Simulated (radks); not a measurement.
The numbers below are computed, except where a source is named.
Valence configurations of Co II (all share [Ar]). Code: a radial shooting solver on a logarithmic mesh with Libxc functionals. Model: scalar-relativistic Kohn-Sham, PBE, spin-polarised, spherical densities, point nucleus; open shells are filled with parallel spins first. Energies are relative to 3d8; eigenvalues in eV for spin up.

valence      E (eV)  moment (Bohr magnetons)    e(3d)    e(4p)    e(4s)
3d8           0.000                        2  -13.030        -        -
3d7 4s1       0.606                        4  -18.180        -  -13.469
3d6 4s2       5.326                        4  -24.454        -  -14.910
3d7 4p1       6.137                        4  -19.627   -8.746        -
3d5 4s2 4p1  18.903                        6  -33.079  -11.064  -17.870
3d6 4s1 4p1   9.547                        6  -25.799  -10.078  -16.322
3d7.5 4s0.5   0.091                        3  -15.464        -  -12.435
3d5 4s1 4p2  22.815                        8  -34.174  -12.006  -18.987

NIST lists [Ar] 3d8 as the ground configuration; this level of theory agrees among the configurations tried. The energies are those of spherical high-spin densities, not of single terms.
